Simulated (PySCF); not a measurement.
## Structure from 2D NMR

Compound of formula C8H8F2. Correlations simulated from computed shifts and the bond graph:

HSQC (one-bond C–H):
```csv
δH,δC
6.52,139.7
5.95,82.3
5.59,89.5
2.74,38.6
2.68,38.6
2.10,4.7
```

COSY cross peaks (H two or three bonds apart, from the bond graph; peaks can be absent where the dihedral angle is near 90°):
```csv
δH,δH
6.52,2.74
6.52,2.68
5.59,2.74
5.59,2.68
2.74,2.68
```

HMBC (two and three bonds, from the bond graph):
```csv
δH,δC
6.52,"155.6, 89.5, 82.3, 38.6"
5.95,"155.6, 139.7, 94.6, 89.5, 80.2"
5.59,"155.6, 139.7, 82.3, 38.6"
2.74,"155.6, 139.7, 89.5"
2.68,"155.6, 139.7, 89.5"
2.10,"94.6, 80.2"
```

Carbons without hydrogens: δ 155.6, 94.6, 80.2.

[PySCF 2.14.0 with density-fitted response routines: PBE0/pcSseg-1 with gauge-including orbitals; geometry from GFN2-xTB; one computed conformer; isolated molecule; rapidly exchanging positions averaged; no relativistic terms]

Chemical shifts δ = σref − σ; ¹H (σ = 31.72 ppm), ¹³C (σ = 186.93 ppm) vs TMS, all at this level.

Exchangeable hydrogens are left out of these lists.

Q: Work out the connectivity.

A: `CC#C[C@@H](F)C1=CC[C@@H]1F`.

Structure with atom numbers: `[CH3:1][C:2]#[C:3][C@@H:4]([F:5])[C:6]1=[CH:7][CH2:8][C@@H:9]1[F:10]` (H(Xn): hydrogen on atom n). Ha(C8) is cis to F10 on the ring; Hb(C8) is trans to F10 on the ring.

δC 155.6 is C6, a fully substituted alkene carbon. δC 139.7 is C7, an alkene CH (δH 6.52). δC 94.6 is C2, an alkyne carbon. δC 89.5 is C9, an allylic sp3 CH bonded to F (δH 5.59). δC 82.3 is C4, an allylic sp3 CH bonded to F (δH 5.95). δC 80.2 is C3, an alkyne carbon. δC 38.6 is C8, an allylic sp3 CH2 (δH 2.74, 2.68). δC 4.7 is C1, a propargylic methyl carbon (δH 2.10). HMBC from δH 6.52 reaches the proton-free carbon C6. HMBC from δH 5.95 reaches the proton-free carbons C6, C2, C3. HMBC from δH 5.59 reaches the proton-free carbon C6. HMBC from δH 2.74 reaches the proton-free carbon C6. COSY links 6.52–2.74, 6.52–2.68, 5.59–2.74, 5.59–2.68, 2.74–2.68.

The shifts were computed for this structure.

Shifts are as computed. Against solution values, carbons near 30 ppm lie about +3 ppm off and those near 130 ppm about +5 ppm. Of 1309 compounds with measured shifts, 239 miss one by over three times the rms of a fit or turn the order of signals round; such compounds aren't used in these exercises.
